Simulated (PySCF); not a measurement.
PySCF input for WOF3, SMILES [F][W](=[O])([F])[F] (connectivity only; charge and spin as stated), neutral, multiplicity 2, IEF-PCM-B3LYP/def2-SVP. Geometry: r2SCAN-D4/def2-SVP. The spin state was assumed, not searched. The isomer is the one that the SMILES or the coordinates give; other isomers of the formula were not compared. The def2 effective core potentials stand for the cores of W; spin–orbit coupling is left out.

```python
import numpy as np
from pyscf import gto, scf, dft
from pyscf.solvent import pcm

mol = gto.M(
    atom='''
    W     0.00329379   -0.04621642    0.00000000
    O     0.80171687   -1.54865837   -0.00000001
    F    -0.69822602    0.01798008    1.71633705
    F     0.65673254    1.72062674    0.00000001
    F    -0.69822602    0.01798009   -1.71633705
    ''',
    basis='def2-SVP',
    ecp={'W': 'def2-svp'},
    charge=0,
    spin=1,
    max_memory=1600,
    verbose=3,
)
mf = dft.UKS(mol, xc='b3lyp').density_fit(auxbasis='def2-universal-jkfit')
mf.grids.level = 3
mf.conv_tol = 1e-9
mf.max_cycle = 100
mf.kernel()
fine, coarse = mf.grids, dft.Grids(mol).set(level=1).build(with_non0tab=True)
for _ in range(3):  # follow internal instabilities
    mf.grids = coarse
    mo, _, stable, _ = mf.stability(return_status=True, nroots=4)
    mf.grids = fine
    if stable:
        break
    mf.kernel(mf.make_rdm1(mo, mf.mo_occ))
res = {}
for name, eps in {'water': 78.355, 'diethylether': 4.24, 'chlorobenzene': 5.6968}.items():
    s = mf.PCM()
    s.with_solvent.method, s.with_solvent.eps, s.with_solvent.lebedev_order = 'IEF-PCM', eps, 29
    s.kernel(mf.make_rdm1())
    res[name] = (s.e_tot, eps, s.dip_moment(), s.mo_energy, s.converged)
    print(f'{name}: electrostatic solvation free energy {(s.e_tot - mf.e_tot) * 627.509474:.3f} kcal/mol')
```

Log of the run:

```

WARN: HOMO -0.352309084041103 >= LUMO -0.352309084041092

converged SCF energy = -441.746969990281  <S^2> = 0.75171863  2S+1 = 2.0017179
<class 'pyscf.df.df_jk.DFUKS'> wavefunction is stable in the internal stability analysis

WARN: PCM is an experimental feature. It is still in testing.
Features and APIs may be changed in the future.

converged SCF energy = -441.756519952336  <S^2> = 0.75169545  2S+1 = 2.0016947
Dipole moment(X, Y, Z, Debye): -0.69336,  0.62455,  0.00000
water: electrostatic solvation free energy -5.993 kcal/mol

WARN: PCM is an experimental feature. It is still in testing.
Features and APIs may be changed in the future.

converged SCF energy = -441.75337161748  <S^2> = 0.75170327  2S+1 = 2.0017025
Dipole moment(X, Y, Z, Debye): -0.63172,  0.55602,  0.00000
diethylether: electrostatic solvation free energy -4.017 kcal/mol

WARN: PCM is an experimental feature. It is still in testing.
Features and APIs may be changed in the future.

converged SCF energy = -441.754137281369  <S^2> = 0.75170175  2S+1 = 2.001701
Dipole moment(X, Y, Z, Debye): -0.64636,  0.57216,  0.00000
chlorobenzene: electrostatic solvation free energy -4.498 kcal/mol
```

The run converged.

Cost: about 70 core-seconds (a rough figure).
